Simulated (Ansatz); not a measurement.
Relaxation of CH₈AlBSi (12 atoms, charge 0, multiplicity 1), to a largest force component of 0.02 eV/Å in at most 50 steps.

Level of theory: RKS r2SCANh-D4/6-31G* (Ansatz 0.2.0).

```xyz
12
Properties=species:S:1:pos:R:3:forces:R:3
C -0.353 1.586 -0.108 -1.96 1.11 -1.56
B -0.048 0.093 0.079 0.12 0.26 0.07
Al -0.116 -0.733 1.956 0.00 -0.27 1.44
Si 0.507 -1.011 -1.438 -1.84 -0.47 0.10
H 0.309 2.247 0.447 0.09 0.17 0.45
H -1.436 1.835 0.235 1.62 -0.30 -0.22
H -0.304 1.911 -1.188 -0.04 -0.05 0.89
H 0.315 -2.261 2.161 -0.06 -0.01 0.15
H -0.470 0.184 3.271 0.07 -0.35 -0.30
H 0.398 -0.225 -2.647 0.19 0.27 -0.99
H -0.533 -2.134 -1.516 0.54 0.28 -0.07
H 1.807 -1.548 -1.218 1.27 -0.63 0.04
```

**Question.** Where does it end, and by what steps?

**Answer.** The run converged. The force dipped under the threshold on the way, but the program's further checks kept it going. After 20 steps the energy has fallen by 0.560 eV; H9 moved furthest, 1.71 Å.

| step | energy less start (eV) | largest force component (eV/Å) | accepted |
| --- | --- | --- | --- |
| 0 | 0.0000 | 1.962 | yes |
| 1 | -0.3590 | 0.586 | yes |
| 2 | -0.3932 | 0.125 | yes |
| 3 | -0.3960 | 0.079 | yes |
| 4 | -0.4004 | 0.134 | yes |
| 5 | -0.4046 | 0.085 | yes |
| 6 | -0.4063 | 0.312 | yes |
| 7 | -0.4089 | 0.272 | yes |
| 8 | -0.4323 | 0.091 | yes |
| 9 | -0.4455 | 0.256 | yes |
| 10 | -0.4582 | 0.347 | yes |
| 11 | -0.4758 | 0.324 | yes |
| 12 | -0.5108 | 0.258 | yes |
| 13 | -0.5323 | 0.059 | yes |
| 14 | -0.5449 | 0.139 | yes |
| 15 | -0.5522 | 0.204 | yes |
| 16 | -0.5572 | 0.119 | yes |
| 17 | -0.5204 | 0.685 | no |
| 18 | -0.5591 | 0.027 | yes |
| 19 | -0.5600 | 0.012 | yes |
| 20 | -0.5602 | 0.009 | yes |

```xyz
12
Properties=species:S:1:pos:R:3
C -0.013 1.727 -0.109
B 0.024 0.182 0.160
Al -0.095 -0.760 2.059
Si 0.130 -1.047 -1.448
H 0.323 2.380 0.703
H -1.098 1.917 -0.220
H 0.434 2.060 -1.053
H 1.211 -1.274 2.826
H -1.513 -1.065 2.735
H -0.301 -0.434 -2.740
H -0.603 -2.337 -1.288
H 1.577 -1.402 -1.589
```

Whether the end is a true minimum wasn't checked by a vibrational analysis.

Time of the run: 49 s on 2 threads of AMD EPYC 9R14 (Zen 4), on a shared host, peak memory 0.21 GiB.
